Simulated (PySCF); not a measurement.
**A small calculation by hand: oscillator strength and radiative lifetime**

Si(H)(Cl)(OH)(NMe2) (C2H8ClNOSi), SMILES CN(C)[SiH](O)Cl.

The structure is a stationary point at B3LYP-D3(BJ)/def2-SVP. One conformer was computed; it need not be the lowest.

TDDFT-ωB97X/def2-SVPD in PySCF 2.14.0 puts the first singlet state with f over 0.02 at 7.43 eV (vertical), with the transition dipole (-0.608, 0.142, -0.329) in atomic units.

Find the oscillator strength, the wavelength and the radiative lifetime that this transition would have in vacuum if emission retraced absorption.


|μ|² = 0.4981 au, so |μ| = 1.79 D. ΔE = 7.43/27.211 = 0.2730 hartree. f = (2/3) ΔE |μ|² = 0.091 (the program prints 0.091).
λ = 1239.84/7.43 = 167 nm; ν = 59927 cm⁻¹.
Einstein's coefficient A = 0.6670 ν² f s⁻¹ (ν in cm⁻¹) = 2.2e8 s⁻¹, so τ = 1/A = 4.6 ns. This state is S3; the lower singlets have f = 0.008, 0.005. The figure is the radiative limit of this one transition; relaxation, internal conversion, crossing to triplets and a medium change what is measured.
